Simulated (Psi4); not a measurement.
A run for Psi4: SAPT0/jun-cc-pV(D+d)Z on C2H10Si (a complex), monomers drawn apart or pushed together.

```
memory 2025 MB

molecule dimer {
0 1
C    -0.08193111    0.00140635   -0.31312880
H    -1.03739562   -0.09533839    0.20060159
H     0.30176182    1.01278211   -0.18486414
H     0.62756166   -0.71108372    0.10463248
H    -0.21933825   -0.20103873   -1.37433529
--
0 1
C    -0.15537050    1.26769207    3.99959417
Si    0.18705526   -0.57257163    4.11871020
H    -0.27799253    1.57302717    2.95963772
H     0.66629239    1.84449507    4.42800827
H    -1.06768238    1.52787360    4.53944770
H    -0.92866948   -1.35320726    3.53130284
H     0.34394613   -0.98085067    5.53653313
H     1.43286673   -0.92303895    3.39474760
units angstrom
symmetry c1
no_reorient
no_com
}

set {
  basis jun-cc-pV(D+d)Z
  scf_type df
  freeze_core true
}

energy('sapt0')
```

Program output:

```
[...]
==> Input File <==

--------------------------------------------------------------------------
memory 2025 MB

molecule dimer {
0 1
C    -0.08193111    0.00140635   -0.31312880
H    -1.03739562   -0.09533839    0.20060159
H     0.30176182    1.01278211   -0.18486414
H     0.62756166   -0.71108372    0.10463248
H    -0.21933825   -0.20103873   -1.37433529
--
0 1
C    -0.15537050    1.26769207    3.99959417
Si    0.18705526   -0.57257163    4.11871020
H    -0.27799253    1.57302717    2.95963772
H     0.66629239    1.84449507    4.42800827
H    -1.06768238    1.52787360    4.53944770
H    -0.92866948   -1.35320726    3.53130284
H     0.34394613   -0.98085067    5.53653313
H     1.43286673   -0.92303895    3.39474760
units angstrom
symmetry c1
no_reorient
no_com
}

set {
  basis jun-cc-pV(D+d)Z
  scf_type df
  freeze_core true
}

energy('sapt0')
--------------------------------------------------------------------------


   => Loading Basis Set <=

    Name: JUN-CC-PV(D+D)Z
    Role: ORBITAL
    Keyword: BASIS
    atoms 1, 6      entry C          line   188 file jun-cc-pv_dpd_z.gbs
    atoms 2-5, 8-13 entry H          line    60 file jun-cc-pv_dpd_z.gbs
    atoms 7         entry SI         line   566 file jun-cc-pv_dpd_z.gbs

   => Loading Basis Set <=

    Name: JUN-CC-PV(D+D)Z
    Role: ORBITAL
    Keyword: BASIS
    atoms 1, 6      entry C          line   188 file jun-cc-pv_dpd_z.gbs
    atoms 2-5, 8-13 entry H          line    60 file jun-cc-pv_dpd_z.gbs
    atoms 7         entry SI         line   566 file jun-cc-pv_dpd_z.gbs


  //>>>>>>>>>>>>>>>>>>>>>>>>>>>>>>>>>>>//
  //              Dimer HF             //
  //<<<<<<<<<<<<<<<<<<<<<<<<<<<<<<<<<<<//

   => Libint2 <=

    Primary   basis highest AM E, G, H:  7, 6, 3
    Auxiliary basis highest AM E, G, H:  7, 7, 4
    Onebody   basis highest AM E, G, H:  -, -, -
    Solid Harmonics ordering:            Gaussian


   => Loading Basis Set <=

    Name: JUN-CC-PV(D+D)Z
    Role: ORBITAL
    Keyword: BASIS
    atoms 1, 6      entry C          line   188 file jun-cc-pv_dpd_z.gbs
    atoms 2-5, 8-13 entry H          line    60 file jun-cc-pv_dpd_z.gbs
    atoms 7         entry SI         line   566 file jun-cc-pv_dpd_z.gbs


         ---------------------------------------------------------
                                   SCF
               by Justin Turney, Rob Parrish, Andy Simmonett
                          and Daniel G. A. Smith
                              RHF Reference
                        1 Threads,   1931 MiB Core
         ---------------------------------------------------------

  ==> Geometry <==

    Molecular point group: c1
    Full point group: C1

    Geometry (in Angstrom), charge = 0, multiplicity = 1:

       Center              X                  Y                   Z               Mass
    ------------   -----------------  -----------------  -----------------  -----------------
         C           -0.081931110000     0.001406350000    -0.313128800000    12.000000000000
         H           -1.037395620000    -0.095338390000     0.200601590000     1.007825032230
         H            0.301761820000     1.012782110000    -0.184864140000     1.007825032230
         H            0.627561660000    -0.711083720000     0.104632480000     1.007825032230
         H           -0.219338250000    -0.201038730000    -1.374335290000     1.007825032230
         C           -0.155370500000     1.267692070000     3.999594170000    12.000000000000
         SI           0.187055260000    -0.572571630000     4.118710200000    27.976926534650
         H           -0.277992530000     1.573027170000     2.959637720000     1.007825032230
         H            0.666292390000     1.844495070000     4.428008270000     1.007825032230
         H           -1.067682380000     1.527873600000     4.539447700000     1.007825032230
         H           -0.928669480000    -1.353207260000     3.531302840000     1.007825032230
         H            0.343946130000    -0.980850670000     5.536533130000     1.007825032230
         H            1.432866730000    -0.923038950000     3.394747600000     1.007825032230

  Running in c1 symmetry.

  Rotational constants: A =      0.34128  B =      0.02159  C =      0.02062 [cm^-1]
  Rotational constants: A =  10231.44069  B =    647.40013  C =    618.06004 [MHz]
  Nuclear repulsion =  106.775298427535134

  Charge       = 0
  Multiplicity = 1
  Electrons    = 36
  Nalpha       = 18
  Nbeta        = 18

  ==> Algorithm <==

  SCF Algorithm Type is DF.
  DIIS enabled.
  MOM disabled.
  Fractional occupation disabled.
  Guess Type is SAD.
  Energy threshold   = 1.00e-08
  Density threshold  = 1.00e-08
  Integral threshold = 1.00e-12

  ==> Primary Basis <==

  Basis Set: JUN-CC-PV(D+D)Z
    Blend: JUN-CC-PV(D+D)Z
    Number of shells: 57
    Number of basis functions: 113
    Number of Cartesian functions: 117
    Spherical Harmonics?: true
    Max angular momentum: 2

   => Loading Basis Set <=

    Name: (JUN-CC-PV(D+D)Z
[...]
 96A      2.737554    97A      2.740152
      98A      2.748650    99A      2.808009   100A      2.808576
     101A      2.826829   102A      3.005066   103A      3.007996
     104A      3.445476   105A      3.450266   106A      3.469466
     107A      3.469687   108A      3.516355   109A      3.547453
     110A      5.042912   111A      5.043749   112A      5.051103
     113A     18.433565

    Final Occupation by Irrep:
              A
    DOCC [    13 ]
    NA   [    13 ]
    NB   [    13 ]

  @DF-RHF Final Energy:  -330.29947548481454

   => Energetics <=

    Nuclear Repulsion Energy =             62.8309809966968018
    One-Electron Energy =                -580.3686842178403822
    Two-Electron Energy =                 187.2382277363290655
    Total Energy =                       -330.2994754848145362

Computation Completed


Properties will be evaluated at   0.000000,   0.000000,   0.000000 [a0]

Properties computed using the SCF density matrix


 Multipole Moments:

 ------------------------------------------------------------------------------------
     Multipole            Electronic (a.u.)      Nuclear  (a.u.)        Total (a.u.)
 ------------------------------------------------------------------------------------

 L = 1.  Multiply by 2.5417464519 to convert [e a0] to [Debye]
 Dipole X            :         -3.5587342            3.5060306           -0.0527036
 Dipole Y            :         -2.1334156            2.4159176            0.2825021
 Dipole Z            :       -200.4242429          200.4039156           -0.0203273
 Magnitude           :                                                    0.2880942

 ------------------------------------------------------------------------------------

  Constructing Basis Sets for SAPT...

   => Loading Basis Set <=

    Name: (JUN-CC-PV(D+D)Z AUX)
    Role: RIFIT
    Keyword: DF_BASIS_SAPT
    atoms 1, 6      entry C          line   100 file jun-cc-pvdz-ri.gbs
    atoms 2-5, 8-13 entry H          line    30 file jun-cc-pvdz-ri.gbs
    atoms 7         entry SI         line   376 file jun-cc-pvdz-ri.gbs

   => Loading Basis Set <=

    Name: (JUN-CC-PV(D+D)Z AUX)
    Role: JKFIT
    Keyword: DF_BASIS_ELST
    atoms 1, 6      entry C          line   146 file jun-cc-pvdz-jkfit.gbs
    atoms 2-5, 8-13 entry H          line    70 file jun-cc-pvdz-jkfit.gbs
    atoms 7         entry SI         line   506 file jun-cc-pvdz-jkfit.gbs


  //>>>>>>>>>>>>>>>>>>>>>>>>>>>>>>>>>>>//
  //               SAPT0               //
  //<<<<<<<<<<<<<<<<<<<<<<<<<<<<<<<<<<<//



        SAPT0
    Ed Hohenstein
     6 June 2009

      Orbital Information
  --------------------------
    NSO        =       113
    NMO        =       113
    NRI        =       355
    NRI (Elst) =       509
    NOCC A     =         5
    NOCC B     =        13
    FOCC A     =         1
    FOCC B     =         6
    NVIR A     =       108
    NVIR B     =       100

    Elst10,r            =    -0.000178633904 [Eh]
    Exch10              =     0.000321263768 [Eh]
    Exch10 (S^2)        =     0.000321224752 [Eh]

    Maxiter = 50
    CPHF R converge = 1.000000E-08

    Iter     Energy [mEh]          dE [mEh]         Residual      Time [s]
       1      -0.02284977       0.022849770     6.070398e-04             0
       2      -0.02697961       0.004129839     1.231309e-04             0
       3      -0.02710245       0.000122840     3.157048e-05             0
       4      -0.02704757      -0.000054876     7.790960e-06             0
       5      -0.02703715      -0.000010423     1.233337e-06             0
       6      -0.02704028       0.000003132     1.639385e-07             0
       7      -0.02704002      -0.000000262     2.154290e-08             0
       8      -0.02704004       0.000000021     2.937038e-09             0

    CHF Iterations converged

    Maxiter = 50
    CPHF R converge = 1.000000E-08

    Iter     Energy [mEh]          dE [mEh]         Residual      Time [s]
       1      -0.01504786       0.015047859     3.842103e-04             0
       2      -0.01733527       0.002287410     5.141990e-05             0
       3      -0.01733425      -0.000001023     1.297981e-05             0
       4      -0.01731599      -0.000018257     3.566445e-06             0
       5      -0.01731560      -0.000000392     9.356672e-07             0
       6      -0.01731694       0.000001342     1.538716e-07             0
       7      -0.01731678      -0.000000160     2.793313e-08             0
       8      -0.01731678       0.000000002     7.652509e-09             0

    CHF Iterations converged

    Ind20,r (A<-B)      =    -0.000027040039 [Eh]
    Ind20,r (B<-A)      =    -0.000017316781 [Eh]
    Ind20,r             =    -0.000044356819 [Eh]
    Exch-Ind20,r (A<-B) =     0.000015620140 [Eh]
    Exch-Ind20,r (B<-A) =     0.000015548879 [Eh]
    Exch-Ind20,r        =     0.000031169019 [Eh]
    Disp20              =    -0.000770819741 [Eh]
    Disp20 (SS)         =    -0.000385409871 [Eh]
    Disp20 (OS)         =    -0.000385409871 [Eh]
    Exch-Disp20         =     0.000023641676 [Eh]
    Exch-Disp20 (SS)    =     0.000013971243 [Eh]
    Exch-Disp20 (OS)    =     0.000009670433 [Eh]

    SAPT Results
  --------------------------------------------------------------------------------------------------------
    Electrostatics                 -0.17863390 [mEh]      -0.11209447 [kcal/mol]      -0.46900325 [kJ/mol]
      Elst10,r                     -0.17863390 [mEh]      -0.11209447 [kcal/mol]      -0.46900325 [kJ/mol]

    Exchange                        0.32126377 [mEh]       0.20159606 [kcal/mol]       0.84347791 [kJ/mol]
      Exch10                        0.32126377 [mEh]       0.20159606 [kcal/mol]       0.84347791 [kJ/mol]
      Exch10(S^2)                   0.32122475 [mEh]       0.20157158 [kcal/mol]       0.84337547 [kJ/mol]

    Induction                      -0.03023511 [mEh]      -0.01897282 [kcal/mol]      -0.07938227 [kJ/mol]
      Ind20,r                      -0.04435682 [mEh]      -0.02783432 [kcal/mol]      -0.11645881 [kJ/mol]
      Exch-Ind20,r                  0.03116902 [mEh]       0.01955885 [kcal/mol]       0.08183425 [kJ/mol]
      delta HF,r (2)               -0.01704731 [mEh]      -0.01069735 [kcal/mol]      -0.04475770 [kJ/mol]

    Dispersion                     -0.74717806 [mEh]      -0.46886131 [kcal/mol]      -1.96171574 [kJ/mol]
      Disp20                       -0.77081974 [mEh]      -0.48369669 [kcal/mol]      -2.02378695 [kJ/mol]
      Exch-Disp20                   0.02364168 [mEh]       0.01483538 [kcal/mol]       0.06207121 [kJ/mol]
      Disp20 (SS)                  -0.38540987 [mEh]      -0.24184835 [kcal/mol]      -1.01189348 [kJ/mol]
      Disp20 (OS)                  -0.38540987 [mEh]      -0.24184835 [kcal/mol]      -1.01189348 [kJ/mol]
      Exch-Disp20 (SS)              0.01397124 [mEh]       0.00876709 [kcal/mol]       0.03668149 [kJ/mol]
      Exch-Disp20 (OS)              0.00967043 [mEh]       0.00606829 [kcal/mol]       0.02538972 [kJ/mol]

  Total HF                          0.11239475 [mEh]       0.07052877 [kcal/mol]       0.29509239 [kJ/mol]
  Total SAPT0                      -0.63478331 [mEh]      -0.39833254 [kcal/mol]      -1.66662335 [kJ/mol]

  Special recipe for scaled SAPT0 (see Manual):
    Electrostatics sSAPT0          -0.17863390 [mEh]      -0.11209447 [kcal/mol]      -0.46900325 [kJ/mol]
    Exchange sSAPT0                 0.32126377 [mEh]       0.20159606 [kcal/mol]       0.84347791 [kJ/mol]
    Induction sSAPT0               -0.03022375 [mEh]      -0.01896569 [kcal/mol]      -0.07935245 [kJ/mol]
    Dispersion sSAPT0              -0.74716945 [mEh]      -0.46885591 [kcal/mol]      -1.96169312 [kJ/mol]
  Total sSAPT0                     -0.63476334 [mEh]      -0.39832001 [kcal/mol]      -1.66657091 [kJ/mol]
  --------------------------------------------------------------------------------------------------------



*** Psi4 exiting successfully. Buy a developer a beer!
```

The run finished.

Cost: around 13 core-seconds (rough).
